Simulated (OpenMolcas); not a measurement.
Pb2+: effect of the basis set

```json
{
  "Program": "OpenMolcas",
  "Method": "SS-CASPT2, IPEA 0.25 Eh, imaginary shift 0.1 Eh (closed shells correlated: 5d)",
  "Active space": "2 electrons in 4 orbitals (6s 6p)",
  "State averaging": "2S+1 = 3 even, 3 roots; 2S+1 = 1 even, 7 roots; 2S+1 = 3 odd, 3 roots; 2S+1 = 1 odd, 3 roots",
  "Spin-orbit coupling": "RASSI with atomic mean-field integrals over the reference wave functions, term energies averaged over their components"
}
```

A. ANO-RCC-VDZP [7s6p4d2f1g], DKH2, point nucleus; CASPT2 step of the order of 2.5 core-seconds
B. ANO-R2 [8s7p5d3f1g], X2C, finite nucleus; CASPT2 step about 2.6 core-seconds
C. ANO-RCC-VTZP [8s7p5d3f2g], X2C, point nucleus; CASPT2 step roughly 6 core-seconds
D. ANO-RCC-VTZP [8s7p5d3f2g], DKH2, point nucleus; CASPT2 step about 5 core-seconds
E. ANO-R3 [9s8p6d3f2g1h], X2C, finite nucleus; CASPT2 step about 6 core-seconds
F. ANO-RCC-VQZP [9s8p6d4f3g], DKH2, point nucleus; CASPT2 step of the order of 6 core-seconds

Energies in cm-1 above 6s2 1S0, the measured ground level; measured values from Moore, Atomic Energy Levels, vol. III, NSRDS-NBS 35 (1971 reprint of NBS Circular 467, 1958).

```csv
Level,A,B,C,D,E,F,Measured
6s2 1S0,0.0,0.0,0.0,0.0,0.0,0.0,0.0
6s 6p 3P* 0,60790,62110,62340,61990,62170,62220,60397
6s 6p 3P* 1,65060,65780,66000,65640,65850,65720,64391
6s 6p 3P* 2,79080,77300,77610,77250,77570,76950,
6s 6p 1P* 1,94790,93770,93130,92790,93670,92660,95340
6p2 3P0,145020,146720,147430,146700,147070,146730,142551
6p2 3P1,157680,156710,157720,156980,157340,156710,155432
6p2 1D2 [54 %],160520,158490,158980,158040,159030,157490,
6p2 3P2 [54 %],176870,172180,172890,172020,172940,171140,
6p2 1S0,189630,186320,185820,185110,186430,183940,188615
```

Deviations, from unrounded energies. A percentage is the sum of absolute deviations over the sum of measured energies, with the sign that they share, or ± where signs differ.

```
           Against measurement  Levels     A     B     C     D     E     F
mean absolute deviation (cm-1)       6  1200  2100  2600  2400  2300  2700
      other configurations (%)       6  ±1.0  ±1.8  ±2.2  ±2.1  ±1.9  ±2.3
```

A lies closest to measurement on these levels and F furthest from it. The largest miss of A in the table is 6p2 3P0, by +2500 cm-1. The ranking rests on the paired levels alone, and a cruder setting can come out closer through cancelling errors.

Among A to F the level of the table that moves most is 6p2 3P2 [54 %], by 5700 cm-1 (lowest in F, highest in A). Moves below CASPT2's spread within the term are not significant.

CASPT2 breaks the degeneracy within a term, and the mean is taken; among the terms shown or strongly mixed into the levels shown the widest spread is 930 cm-1 (6p2 1D, F). Over all roots computed the reference weight is 0.88 to 0.94 in B, 0.88 to 0.93 in C, 0.87 to 0.93 in D, 0.88 to 0.93 in E, 0.86 to 0.93 in F; the roots of lowest weight are the least certain, and an intruder state may touch them. The ¹D term of p² mixes with s d, which this space lacks. Spin-orbit splittings of 6p shells tend to come out small when the coupling is added on scalar orbitals. Some levels mix across a computed gap that differs much from the measured one, so their mixing is not that of the real levels (holds for B; C; D; E; F). Computed and measured levels are paired by configuration, term and J; levels that our copy of the source lacks, or whose pairing is in doubt (as where it misses far off the trend of its configuration), stay unpaired and out of the deviations. Levels of configurations outside the active space are missing.

A share in square brackets marks a mixed level and gives the weight of the term that names it, the lowest over the columns. * marks odd parity.
